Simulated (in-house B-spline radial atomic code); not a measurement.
A fraction x of an electron is removed from 4d in neutral lanthanum, starting from [Xe] 5d1 6s2 and keeping the highest spin. Method: scalar-relativistic (X2C) LC-wPBE, spin-polarised, spherical fractional occupations, Fermi nucleus of rms radius 4.855 fm. Calculated with a radial B-spline atomic code at the basis-set limit.

Caution: exact exchange at fractional occupations of open shells leaves self-interaction of up to several eV.

```
   x  E(x) - E(0) (eV)  4d down level (eV)
   0            0.0000            -110.063
0.03            3.3082            -110.487
0.17                 ?                   ?
0.29                 ?                   ?
0.41           46.3525            -116.140
 0.5           56.8680            -117.541
0.56           63.9487            -118.486
0.75           86.7491            -121.531
0.84           97.7529            -123.000
   1          117.6443            -125.650
```

Question: What belongs in the row x = 0.17?

Answer: An energy change of 18.9174 eV; 4d down at -112.514 eV.

Question: What belongs in the row x = 0.29?

Answer: An energy change of 32.5262 eV; 4d down at -114.306 eV.

Question: Check Janak's theorem between x = 0.41 and 0.5.

Answer: The slope of the energy is 116.84 eV; the orbital levels give 116.84 eV (-ε of the emptying orbital, averaged over the two points).
